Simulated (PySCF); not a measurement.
**Löwdin shares of the frontier orbitals**

Compound: C5H9FSe.
Structure used (PBE0-D3(BJ)/def2-SVP), in Å, numbered top down from 1:
```
atom  x, y, z in Å
C1    -1.2017   -0.0067   -1.4935
C2    -0.7283    0.0349   -0.0546
C3    -0.9139    1.3592    0.6972
Se4    0.7805    1.1207    1.6762
C5     0.7903   -0.1458    0.1468
C6     1.3253   -1.5280    0.3927
F7     1.4763    0.3973   -0.9143
H8    -0.6930    0.7624   -2.0921
H9    -0.9954   -0.9848   -1.9551
H10   -2.2870    0.1679   -1.5492
H11   -1.2195   -0.7622    0.5267
H12   -0.8553    2.2410    0.0435
H13   -1.8023    1.4286    1.3387
H14    1.1606   -2.1490   -0.5030
H15    0.8282   -1.9948    1.2524
H16    2.4075   -1.4886    0.5848
```

Level of theory: TDDFT CAM-B3LYP/def2-SVPD, vertical, gas phase, core orbitals frozen in the response in PySCF. Relativistic effects, spin–orbit coupling among them, are left out although an element past zinc is present.

Kohn–Sham orbitals with the atoms that hold most of them (Löwdin shares over 4%, at most four atoms; ? is withheld):

```csv
orbital,ε (eV),atoms
HOMO-3,-10.88,"C3 18%, C2 18%, C1 11%, F7 10%"
HOMO-2,-10.37,"Se4 26%, C3 21%, C5 16%, F7 11%"
HOMO-1,-9.28,"Se4 43%, C5 16%, C2 11%, F7 9%"
HOMO,-7.71,?
LUMO,?,?
LUMO+1,1.16,"Se4 53%, C6 10%, C3 6%"
LUMO+2,1.17,"Se4 41%, C1 10%, H11 7%, H10 6%"
```

(1) Which atoms hold the HOMO, and with what shares?

(2) Give the leading atoms of the LUMO.

(3) What is the LUMO energy, and the HOMO–LUMO gap?

Results:

(1) Se4 (bonded to 2 C) 75%; C3 (bonded to C, Se and 2 H) 9%; C5 (bonded to 2 C, F and Se) 6%. By element: selenium 75%, carbon 15% or more.

(2) Se4 (bonded to 2 C) 63%; C5 (bonded to 2 C, F and Se) 12%; C3 (bonded to C, Se and 2 H) 11%. By element: selenium 63%, carbon 22% or more.

(3) ε(LUMO) = 0.29 eV; the gap is 7.99 eV (0.2938 hartree).

The HOMO–LUMO gap is 7.99 eV. Where does the response calculation put the lowest singlet, and from which orbitals?

S1 is at 4.03 eV (f = 0.0003), 3.96 eV below the gap, made of HOMO→LUMO (93%). 

One configuration dominates each of S1 and S3. Which, and how do the shares of the two leading atoms of either orbital change from the occupied to the empty one?

- S1 (4.03 eV, f 0.0003), HOMO→LUMO (93%): Se4 75% → 63%, C3 9% → 11%, C5 6% → 12%
- S3 (6.18 eV, f 0.048), HOMO-1→LUMO (76%): Se4 43% → 63%, C5 16% → 12%

Löwdin shares depend on the basis, the more so with diffuse functions.

The run took about 2.6 min of CPU time (one thread, shared machine).

One conformer stands for the species.
